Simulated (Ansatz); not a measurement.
Reaction (redistribution): `CS[SiH](F)F` + `N[SiH2][SiH](O)O` → `O[SiH](O)[SiH](F)F` + `CS[SiH2]N`

Calculated with Ansatz (gas phase, PBE0-D4/def2-TZVP geometries, no zero-point term in ΔE). CCSD(T)/CBS adds triple-zeta CCSD(T) − MP2 to the extrapolated MP2 energy (def2 sets, frozen cores). DFT in def2-TZVPP. B3LYP here is the variant with VWN-RPA as its local correlation; programs differ in this. One conformer a species, not always the lowest.

```json
{"level": "PBE-D4", "ΔE (kcal/mol)": "2.8"}
{"level": "B3LYP-D4", "ΔE (kcal/mol)": "2.3"}
{"level": "ωB97X-V", "ΔE (kcal/mol)": "2.8"}
{"level": "PBE", "ΔE (kcal/mol)": "2.6"}
{"level": "HF/def2-TZVPP", "ΔE (kcal/mol)": "1.4"}
{"level": "CCSD(T)/def2-TZVPP", "ΔE (kcal/mol)": "3.1"}
{"level": "HF/def2-QZVPP", "ΔE (kcal/mol)": "1.1"}
{"level": "HF/CBS(def2)", "ΔE (kcal/mol)": "1.1"}
```

Q: What does CCSD(T)/CBS give? (Best estimate.)

A: The calculation gave: +2.5 kcal/mol. The listed levels differ from it by 0.3, -0.2, 0.3, 0.1, -1.1, 0.6, -1.4, -1.4 kcal/mol.

Largest T1 diagnostic among the species: 0.012.

In def2-TZVPP, CCSD(T) changes the Hartree–Fock value by +1.7 kcal/mol (the triples alone add +0.3 kcal/mol) and MP2 by +1.5 kcal/mol.

CCSD(T)/CBS has its own doubt, a few kJ/mol and more with outer-core shells, so smaller differences from it don't rank the levels.
